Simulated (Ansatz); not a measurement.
Basis-set extrapolation for CH5NSSi, SMILES `NC1[SiH2]S1` (PBE0-D4/def2-TZVP geometry, frozen core, Ansatz). Multiplicity 1, RHF reference.

```tsv
	def2-TZVPP	def2-QZVPP
HF	-781.736893	-781.761534
MP2 correlation	-0.677447	-0.728620
CCSD(T) correlation	-0.750533	not run
```

Energies in hartree. Use E(X) = E(∞) + A·exp(−7.88·√X) for Hartree–Fock and E(X) = E(∞) + B·X^(−2.97) for correlation, with X = 3 and 4, and add CCSD(T) minus MP2 of the smaller set to the MP2 limit.

Task: What is the CCSD(T) energy at the basis-set limit?

Result: HF limit: -781.761534 + (-0.024641) × 0.13774 = -781.76493. MP2 limit: -0.728620 + (-0.051173) × 0.74074 = -0.76653. Higher-order term: -0.750533 − (-0.677447) = -0.07309. Total: -782.60455 hartree, 73.5 kcal/mol below CCSD(T)/def2-TZVPP.
